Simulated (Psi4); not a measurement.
C6H11O3 (SMILES [CH2]C(COC)OC(C)=O), doublet, geometry from GFN2-xTB; Psi4 with TPSS/STO-3G.

Input for Psi4:
```
memory 2 GB

molecule {
0 2
C    -0.52232145   -2.09738803    0.96441862
C    -0.14666433   -1.12413656   -0.06604546
C    -1.32210572   -0.18622938   -0.44675322
O    -1.77517719    0.47252312    0.70670541
C    -2.79112863    1.40255086    0.43591799
O     0.96170813   -0.35769041    0.40035508
C     1.71059068    0.26233077   -0.51341993
C     2.84092827    1.01170567    0.14031209
O     1.51100613    0.20492291   -1.69970732
H    -1.36364994   -2.73771105    0.79647499
H    -0.06655361   -2.04617740    1.93058277
H     0.14767620   -1.61668362   -1.01260935
H    -0.97165850    0.53707340   -1.19829361
H    -2.12525846   -0.79244401   -0.89299022
H    -2.44511278    2.18195308   -0.25479694
H    -3.05962417    1.85367368    1.38865917
H    -3.67179704    0.91390904    0.00018077
H     2.50312698    1.44899027    1.07474311
H     3.64379636    0.30975645    0.35700004
H     3.21296575    1.77661548   -0.53435686
symmetry c1
no_reorient
no_com
}

set {
  basis sto-3g
  reference uks
}

energy('tpss')
print_variables()
```

Q: Write the output that Psi4 gives for this input, abridged.

A: 
```
   => Loading Basis Set <=

    Name: STO-3G
    Role: ORBITAL
    Keyword: BASIS

         ---------------------------------------------------------
                                   SCF
               by Justin Turney, Rob Parrish, Andy Simmonett
                          and Daniel G. A. Smith
                              UKS Reference
         ---------------------------------------------------------

  ==> Geometry <==

    Molecular point group: c1
    Full point group: C1

    Geometry (in Angstrom), charge = 0, multiplicity = 2:

       Center              X                  Y                   Z               Mass
    ------------   -----------------  -----------------  -----------------  -----------------
         C           -0.522321450000    -2.097388030000     0.964418620000    12.000000000000
         C           -0.146664330000    -1.124136560000    -0.066045460000    12.000000000000
         C           -1.322105720000    -0.186229380000    -0.446753220000    12.000000000000
         O           -1.775177190000     0.472523120000     0.706705410000    15.994914619570
         C           -2.791128630000     1.402550860000     0.435917990000    12.000000000000
         O            0.961708130000    -0.357690410000     0.400355080000    15.994914619570
         C            1.710590680000     0.262330770000    -0.513419930000    12.000000000000
         C            2.840928270000     1.011705670000     0.140312090000    12.000000000000
         O            1.511006130000     0.204922910000    -1.699707320000    15.994914619570
         H           -1.363649940000    -2.737711050000     0.796474990000     1.007825032230
         H           -0.066553610000    -2.046177400000     1.930582770000     1.007825032230
         H            0.147676200000    -1.616683620000    -1.012609350000     1.007825032230
         H           -0.971658500000     0.537073400000    -1.198293610000     1.007825032230
         H           -2.125258460000    -0.792444010000    -0.892990220000     1.007825032230
         H           -2.445112780000     2.181953080000    -0.254796940000     1.007825032230
         H           -3.059624170000     1.853673680000     1.388659170000     1.007825032230
         H           -3.671797040000     0.913909040000     0.000180770000     1.007825032230
         H            2.503126980000     1.448990270000     1.074743110000     1.007825032230
         H            3.643796360000     0.309756450000     0.357000040000     1.007825032230
         H            3.212965750000     1.776615480000    -0.534356860000     1.007825032230

  Running in c1 symmetry.

  Rotational constants: A =      0.07923  B =      0.03367  C =      0.02906 [cm^-1]
  Rotational constants: A =   2375.14060  B =   1009.52554  C =    871.19805 [MHz]
  Nuclear repulsion =  477.067676628639958

  Charge       = 0
  Multiplicity = 2
  Electrons    = 71
  Nalpha       = 36
  Nbeta        = 35

  ==> Algorithm <==

  SCF Algorithm Type is DF.
  DIIS enabled.
  MOM disabled.
  Fractional occupation disabled.
  Guess Type is SAD.
  Energy threshold   = 1.00e-06
  Density threshold  = 1.00e-06
  Integral threshold = 1.00e-12

  ==> Primary Basis <==

  Basis Set: STO-3G
    Blend: STO-3G
    Number of shells: 38
    Number of basis functions: 56
    Number of Cartesian functions: 56
    Spherical Harmonics?: true
    Max angular momentum: 1

  ==> DFT Potential <==

   => LibXC <=

    Version 7.1.2
    S. Lehtola, C. Steigemann, M. J. T. Oliveira, and M. A. L. Marques,  SoftwareX 7, 1–5 (2018) (10.1016/j.softx.2017.11.002)

   => Composite Functional: TPSS <=

    TPSS Meta-GGA XC Functional

    J. Tao, et al., Phys. Rev. Lett., 91, 146401, 2003

    Deriv               =              1
    GGA                 =           TRUE
    Meta                =           TRUE

    Exchange Hybrid     =          FALSE
    MP2 Hybrid          =          FALSE

   => Exchange Functionals <=

    1.0000   XC_MGGA_X_TPSS

   => Correlation Functionals <=

    1.0000   XC_MGGA_C_TPSS

   => LibXC Density Thresholds  <==

    XC_MGGA_C_TPSS:  1.00E-15
    XC_MGGA_X_TPSS:  1.00E-15

   => Molecular Quadrature <=

    Radial Scheme          =       TREUTLER
    Pruning Scheme         =           NONE
    Nuclear Scheme         =       TREUTLER

    Blocking Scheme        =         OCTREE
    BS radius alpha        =              1
    Pruning alpha          =              1
    Radial Points          =             75
    Spherical Points       =            302
    Total Points           =         419714
    Total Blocks           =           3090
    Max Points             =            256
    Max Functions          =             51
    Weights Tolerance      =       1.00E-15

   => Loading Basis Set <=

    Name: (STO-3G AUX)
    Role: JKFIT
    Keyword: DF_BASIS_SCF

  ==> Integral Setup <==

  SCF_SUBTYPE=INCORE selected. In-core MEM_DF algorithm will be used.
  Using in-core AOs.

  ==> MemDFJK: Density-Fitted J/K Matrices <==

    J tasked:                   Yes
    K tasked:                    No
    wK tasked:                   No
    Algorithm:                 Core
    Schwarz Cutoff:           1E-12
    Mask sparsity (%):       2.2321
    Fitting Condition:        1E-10

   => Auxiliary Basis Set <=

  Basis Set: (STO-3G AUX)
    Blend: DEF2-UNIVERSAL-JKFIT
    Number of shells: 291
    Number of basis functions: 879
    Number of Cartesian functions: 1033
    Spherical Harmonics?: true
    Max angular momentum: 4

  Minimum eigenvalue in the overlap matrix is 2.1312274702E-01.
  Reciprocal condition number of the overlap matrix is 8.7908138933E-02.
    Using symmetric orthogonalization.

  ==> Pre-Iterations <==

  SCF Guess: Superposition of Atomic Densities via on-the-fly atomic UHF (no occupation information).

   -------------------------
    Irrep   Nso     Nmo
   -------------------------
     A         56      56
   -------------------------
    Total      56      56
   -------------------------

  ==> Iterations <==

                           Total Energy        Delta E     RMS |[F,P]|

   @DF-UKS iter SAD:  -451.35574772947291   -4.51356e+02   0.00000e+00
   @DF-UKS iter   1:  -454.88675845840430   -3.53101e+00   7.95538e-03 ADIIS/DIIS
   @DF-UKS iter   2:  -454.17660691272943    7.10152e-01   2.21332e-02 ADIIS/DIIS
   @DF-UKS iter   3:  -454.98216111443338   -8.05554e-01   4.19044e-03 ADIIS/DIIS
   @DF-UKS iter   4:  -455.01005837920218   -2.78973e-02   1.49837e-03 ADIIS/DIIS
   @DF-UKS iter   5:  -455.01416304043369   -4.10466e-03   3.09142e-04 ADIIS/DIIS
   @DF-UKS iter   6:  -455.01435320502867   -1.90165e-04   7.47329e-05 DIIS
   @DF-UKS iter   7:  -455.01436412836114   -1.09233e-05   4.22106e-05 DIIS
   @DF-UKS iter   8:  -455.01436841803320   -4.28967e-06   1.01604e-05 DIIS
   @DF-UKS iter   9:  -455.01436865826884   -2.40236e-07   3.34661e-06 DIIS
   @DF-UKS iter  10:  -455.01436868397553   -2.57067e-08   1.16855e-06 DIIS
   @DF-UKS iter  11:  -455.01436868680076   -2.82523e-09   1.85909e-07 DIIS
  Energy and wave function converged.

  ==> Post-Iterations <==

   Electrons on quadrature grid:
      Nalpha   =   35.9999895390 ; deviation = -1.046e-05
      Nbeta    =   34.9999872644 ; deviation = -1.274e-05
      Ntotal   =   70.9999768034 ; deviation = -2.320e-05

   @Spin Contamination Metric:   4.882099482E-03
   @S^2 Expected:                7.500000000E-01
   @S^2 Observed:                7.548820995E-01
   @S   Expected:                5.000000000E-01
   @S   Observed:                5.000000000E-01

    Orbital Energies [Eh]
    ---------------------

    Alpha Occupied:

[...]
    Alpha Virtual:

[...]
    Beta Occupied:

[...]
    Beta Virtual:

[...]
    Final Occupation by Irrep:
              A
    DOCC [    35 ]
    SOCC [     1 ]
    NA   [    36 ]
    NB   [    35 ]

  @DF-UKS Final Energy:  -455.01436868680076

   => Energetics <=

    Nuclear Repulsion Energy =            477.0676766286399584
    One-Electron Energy =               -1568.4978922140708164
    Two-Electron Energy =                 699.1730471247492460
    DFT Exchange-Correlation Energy =     -62.7572002261190889
    Empirical Dispersion Energy =           0.0000000000000000
    VV10 Nonlocal Energy =                  0.0000000000000000
    Total Energy =                       -455.0143686868007649

  UHF NO Occupations:
  HONO-2 :   34  A 1.9995711
  HONO-1 :   35  A 1.9985987
  HONO-0 :   36  A 1.0000000
  LUNO+0 :   37  A 0.0014013
  LUNO+1 :   38  A 0.0004289
  LUNO+2 :   39  A 0.0003818
  LUNO+3 :   40  A 0.0001797

Computation Completed

Properties will be evaluated at   0.000000,   0.000000,   0.000000 [a0]

Properties computed using the SCF density matrix

 Multipole Moments:

 ------------------------------------------------------------------------------------
     Multipole            Electronic (a.u.)      Nuclear  (a.u.)        Total (a.u.)
 ------------------------------------------------------------------------------------

 L = 1.  Multiply by 2.5417464519 to convert [e a0] to [Debye]
 Dipole X            :         -0.3490306            0.0000005           -0.3490301
 Dipole Y            :         -0.0545988            0.0000005           -0.0545983
 Dipole Z            :          0.1006082           -0.0000004            0.1006078
 Magnitude           :                                                    0.3673213

 ------------------------------------------------------------------------------------

  Variable Map:
  ----------------------------------------------------------------------------
[...]
  Array Variable Map:
  ----------------------------------------------------------------------------
[...]
[...]
```
